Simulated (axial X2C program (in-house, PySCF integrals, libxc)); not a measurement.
# Excited states of MgSe by EOM-EE-CCSD

Calculated with an axial X2C code built on PySCF integrals: two-component X2C with atomic mean-field Coulomb and Gaunt terms, Gaussian nuclei, basis Se dyall-acv3z, Mg dyall-acv3z with contracted cores.

R = 2.262 Å (near the PBE0 minimum at charge 0 of the determinant lowest at the starting distance; the state shown can have its own minimum elsewhere).

Vertical excitation energies from the closed-shell determinant state of MgSe:

| Ω | excitation (eV) | cm⁻¹ | hole of the leading pair | particle of the leading pair | weight of the pair (for Ω = 0 its time-reversed partner can hold as much again) | singles weight |
| --- | --- | --- | --- | --- | --- | --- |
| 2 | 0.571 | 4605 | 75% Se pπ, 11% Mg pπ, 8% Mg dπ | 36% Mg sσ, 32% Mg pσ, 22% Se pσ | 0.90 | 0.90 |
| 1 | 0.620 | 5003 | 75% Se pπ, 11% Mg pπ, 8% Mg dπ | 35% Mg sσ, 33% Mg pσ, 21% Se pσ | 0.72 | 0.90 |
| 0⁻ | 0.720 | 5810 | 72% Se pπ, 10% Mg pπ, 8% Mg dπ | 35% Mg sσ, 33% Mg pσ, 22% Se pσ | 0.45 | 0.91 |
| 0⁺ | 0.787 | 6345 | 75% Se pπ, 10% Mg pπ, 8% Mg dπ | 36% Mg sσ, 32% Mg pσ, 22% Se pσ | 0.45 | 0.90 |
| 1 | 0.850 | 6857 | 70% Se pπ, 10% Mg pπ, 8% Mg dπ | 35% Mg sσ, 35% Mg pσ, 21% Se pσ | 0.72 | 0.89 |
| 0⁻ | 1.672 | 13484 | 62% Se pσ, 27% Mg sσ | 35% Mg sσ, 33% Mg pσ, 22% Se pσ | 0.46 | 0.95 |
| 1 | 1.682 | 13565 | 61% Se pσ, 26% Mg sσ | 35% Mg sσ, 33% Mg pσ, 22% Se pσ | 0.92 | 0.94 |
| 0⁺ | 3.071 | 24766 | 63% Se pσ, 28% Mg sσ | 40% Mg pσ, 33% Mg sσ, 17% Se pσ | 0.30 | 0.85 |
| 0⁻ | 3.417 | 27557 | 75% Se pπ, 11% Mg pπ, 8% Mg dπ | 67% Mg pπ, 12% Se dπ, 10% Mg dπ | 0.35 | 0.91 |
| 1 | 3.431 | 27675 | 75% Se pπ, 11% Mg pπ, 8% Mg dπ | 70% Mg pπ, 11% Se dπ, 9% Mg dπ | 0.63 | 0.91 |
| 3 | 3.492 | 28164 | 75% Se pπ, 11% Mg pπ, 8% Mg dπ | 67% Mg pπ, 11% Se dπ, 11% Mg dπ | 0.90 | 0.91 |

This point took 19 s on 1 thread of Intel(R) Xeon(R) Platinum 8488C (Sapphire Rapids), on a shared host.

Reference electrons by ω block (each with its −ω partner): 1/2: 16, 3/2: 6, 5/2: 1. 8 electrons of MgSe correlated (inner shells frozen), 88 natural virtual spinors (a truncated set); levels can be off by some tenths of an eV. Roots sought by Ω: (0: 5, 1: 4, 2: 3, 3: 1); the list ends where they run out and leaves out roots under 60 % singles weight. The solver can skip a root, and states that need a further excitation, which the method places far too high, are missing though they may lie low or lowest. T1 of the reference 0.026 (Lee–Taylor). Number of frozen shells: Se 3 s, 2 p, 1 d; Mg 2 s, 1 p. Large amplitudes in the reference (orbital relaxation or multireference character) lower the reliability.
